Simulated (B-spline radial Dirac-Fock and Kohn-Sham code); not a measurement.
# Compton profile of Rb⁵⁺

System: Rb⁵⁺, [Ar] 3d10 4s2 4p2.

Level of theory: the impulse approximation on Dirac-Fock densities; an atomic code on a B-spline grid. pz is in atomic units of momentum; subshell profiles are per electron, for a selection of subshells; open shells are spread over both j values by their weights.

| pz | J total | J 3p1/2 | J 3p3/2 | J 4s1/2 | J 4p3/2 |
| --- | --- | --- | --- | --- | --- |
| 0.5 | 4.062 | 0.128 | 0.131 | 0.390 | 0.346 |
| 0.6 | 3.927 | 0.128 | 0.130 | 0.338 | 0.335 |
| 0.8 | 3.628 | 0.128 | 0.130 | 0.237 | 0.299 |
| 1 | 3.325 | 0.127 | 0.129 | 0.152 | 0.248 |
| 1.2 | 3.050 | 0.125 | 0.127 | 0.0932 | 0.191 |
| 1.4 | 2.821 | 0.123 | 0.125 | 0.0582 | 0.136 |
| 1.6 | 2.638 | 0.120 | 0.122 | 0.0411 | 0.0912 |
| 1.8 | 2.492 | 0.116 | 0.118 | 0.0349 | 0.0579 |
| 2 | 2.371 | 0.112 | 0.113 | 0.0337 | 0.0360 |
| 2.5 | 2.109 | 0.0971 | 0.0973 | 0.0320 | 0.0144 |
| 3 | 1.851 | 0.0797 | 0.0792 | 0.0242 | 0.0120 |
| 4 | 1.353 | 0.0461 | 0.0448 | 0.00802 | 0.0101 |
| 5 | 0.9693 | 0.0227 | 0.0216 | 0.00253 | 0.00545 |
| 7 | 0.5370 | 0.00521 | 0.00497 | 0.00177 | 0.000988 |
| 10 | 0.2730 | 0.00316 | 0.00325 | 0.000821 | 0.000400 |
| 15 | 0.1116 | 0.00203 | 0.00198 | 8.33e-05 | 0.000264 |
| 20 | 0.05344 | 0.000813 | 0.000762 | 4.54e-05 | 0.000103 |
| 30 | 0.01677 | 0.000120 | 0.000105 | 2.88e-05 | 1.40e-05 |
| 40 | 0.006511 | 2.27e-05 | 1.87e-05 | 1.18e-05 | 2.48e-06 |
| 60 | 0.001342 | 1.72e-06 | 1.24e-06 | 2.11e-06 | < 1e-6 |
| 100 | 0.0001299 | < 1e-6 | < 1e-6 | < 1e-6 | < 1e-6 |

Task: What is the peak value J(0), and which subshell contributes most to it?

Result: J(0) = 4.412. The 4s1/2 subshell gives the largest part, 25 %.

Mean momentum ⟨p⟩ by subshell (a.u.): 1s1/2 32.4, 2s1/2 11.2, 2p1/2 15.0, 2p3/2 14.6, 3s1/2 4.95, 3p1/2 5.86, 3p3/2 5.74, 3d3/2 6.57, 3d5/2 6.52, 4s1/2 1.96, 4p1/2 2.16, 4p3/2 2.13.

Values without a named source are computed, but for edge energies of neutral atoms, which are taken from tables.
